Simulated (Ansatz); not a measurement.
Start from `O=C(O)C[SiH3]` and change one atom or group to get `O=C(O)[SeH]`.

Ansatz, PBE0-D4/def2-TZVP geometries, multiplicity 1. Each molecule was computed in one conformer, which needn't be the lowest.

Scalar relativity is left out up to krypton.

| property | `O=C(O)C[SiH3]` |
| --- | --- |
| LUMO energy (B3LYP/def2-TZVPP) / eV | -0.29 |
| HOMO energy (ωB97M-V/def2-TZVPP) / eV | -10.77 |
| HOMO energy (PBE/def2-TZVPP) / eV | -6.63 |
| HOMO–LUMO gap (B3LYP/def2-TZVPP) / eV | 7.78 |
| LUMO energy (ωB97M-V/def2-TZVPP) / eV | 1.97 |
| HOMO–LUMO gap (ωB97M-V/def2-TZVPP) / eV | 12.73 |

Task: What does the change do to each property? (Estimate.)

Result: The calculation gave: 
| property | `O=C(O)[SeH]` | shift |
| --- | --- | --- |
| LUMO energy (B3LYP/def2-TZVPP) / eV | -0.62 | -0.33 |
| HOMO energy (ωB97M-V/def2-TZVPP) / eV | -9.73 | 1.04 |
| HOMO energy (PBE/def2-TZVPP) / eV | -6.36 | 0.27 |
| HOMO–LUMO gap (B3LYP/def2-TZVPP) / eV | 6.70 | -1.08 |
| LUMO energy (ωB97M-V/def2-TZVPP) / eV | 1.66 | -0.31 |
| HOMO–LUMO gap (ωB97M-V/def2-TZVPP) / eV | 11.39 | -1.34 |

With PBE0 the HOMO rises by 0.76 eV and the LUMO falls by 0.35 eV, so the gap narrows by about 1.11 eV. PBE moves the HOMO by 0.27 eV and ωB97M-V by 1.04 eV.

B3LYP here is the variant with VWN-RPA as its local correlation; programs differ in this.

Spin–orbit coupling is left out; it splits and shifts lone-pair levels of the heavy atoms by tenths of an eV.
